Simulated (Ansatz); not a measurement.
Mulliken charges of `OC(O)(F)Br` from B3LYP/def2-TZVPP in Ansatz (PBE0-D4/def2-TZVP geometry).

```tsv
atom	x (Å)	y (Å)	z (Å)	charge (e)
O1	-0.978	0.015	0.712	-0.260
C2	-0.071	-0.106	-0.293	0.400
O3	1.224	-0.137	0.117	-0.265
F4	-0.399	-1.236	-0.938	-0.168
Br5	-0.189	1.384	-1.571	-0.118
H6	-0.826	0.857	1.155	0.211
H7	1.299	-0.845	0.772	0.201
```

Q: By hand: the dipole of these point charges (1 e Å = 4.8032 D).

A: Σ q r = (0.078, 0.045, 0.409) e Å, of length 0.419 e Å = 2.01 D.

Q: How does the dipole of the full density compare? (Best estimate.)

A: The calculation gave: (0.113, 0.032, 0.520) e Å, 2.56 D; the point charges give 0.79 times that, at 3° from its direction.

Point charges leave out the atoms' own dipoles, such as those of lone pairs, and Mulliken's split depends on the basis, so the two needn't agree.

B3LYP here is the variant with VWN-RPA as its local correlation; programs differ in this.
